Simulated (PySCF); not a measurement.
**Deuteron quadrupole couplings in `C[C@@H](F)[C@H]1CC[Si@@H]1C`**

Compound: C6H13FSi.
Cartesian coordinates in Å at the GFN2-xTB level; atoms count from 1:
```xyz
21
C6H13FSi angstrom
C     -2.7543   -0.7883   -0.2907
C     -1.4786   -0.7000    0.5335
F     -1.1571   -1.9776    0.9838
C     -0.2959   -0.1463   -0.2372
C     -0.3648    1.3670   -0.5225
C      1.0728    1.7763   -0.1451
Si     1.3768    0.0768    0.6883
C      2.8465   -0.9642    0.1056
H     -2.5912   -1.4207   -1.1604
H     -3.0425    0.2049   -0.6225
H     -3.5595   -1.2138    0.3040
H     -1.6501   -0.1116    1.4450
H     -0.2004   -0.7161   -1.1644
H     -0.6354    1.6076   -1.5500
H     -1.0866    1.8458    0.1391
H      1.6853    1.9550   -1.0268
H      1.1221    2.6727    0.4675
H      1.2533    0.0880    2.1503
H      2.9349   -0.9689   -0.9766
H      3.7740   -0.5776    0.5144
H      2.7417   -1.9920    0.4368
```

Level: PBE0/pcSseg-1 (PySCF, non-relativistic); Q(2H) = 0.00286 b; rigid geometry, the same for H and D, with no vibrational averaging.

**Question.** Rank these positions by the coupling χzz of a deuteron there, largest first.
A. H9 (methyl hydrogen)
B. H12 (methine hydrogen)
C. H19 (methyl hydrogen)
D. H18 (Si–H hydrogen)

**Answer.** C (219 kHz), A (211 kHz), B (189 kHz), D (108 kHz).

**Question.** Give the electric field gradient Vzz (the principal value of largest size), its asymmetry and the 2H coupling at each hydrogen.

**Answer.** 
| atom | bonded to | bond length (Å) | Vzz (au) | η | χzz (kHz) |
| --- | --- | --- | --- | --- | --- |
| H9 | C1 | 1.088 | 0.3139 | 0.02 | 211 |
| H10 | C1 | 1.086 | 0.3170 | 0.03 | 213 |
| H11 | C1 | 1.088 | 0.3145 | 0.02 | 211 |
| H12 | C2 | 1.098 | 0.2813 | 0.06 | 189 |
| H13 | C4 | 1.092 | 0.3092 | 0.05 | 208 |
| H14 | C5 | 1.089 | 0.3123 | 0.00 | 210 |
| H15 | C5 | 1.090 | 0.3088 | 0.01 | 208 |
| H16 | C6 | 1.088 | 0.3216 | 0.04 | 216 |
| H17 | C6 | 1.087 | 0.3247 | 0.04 | 218 |
| H18 | Si7 | 1.467 | 0.1603 | 0.02 | 108 |
| H19 | C8 | 1.086 | 0.3254 | 0.01 | 219 |
| H20 | C8 | 1.085 | 0.3275 | 0.01 | 220 |
| H21 | C8 | 1.085 | 0.3264 | 0.01 | 219 |

**Question.** Average by the element that carries the hydrogen.

**Answer.** on C: 212 kHz over 12 positions, mean bond length 1.089 Å; on Si: 108 kHz over 1 position, mean bond length 1.467 Å.

**Question.** How does χzz go with the bond length over the 12 C–H bonds?

**Answer.** A straight-line fit has a slope of -21.1 kHz for each 0.01 Å, with a correlation coefficient of -0.95, over lengths from 1.085 to 1.098 Å. The longer bonds have the smaller couplings here.

Geometry: GFN2-xTB, one conformer, isolated molecule. GFN2-xTB bond lengths can be off by several hundredths of an ångström, more for odd bonds, and the gradients follow them. With so small a basis the couplings can be 20 % off.
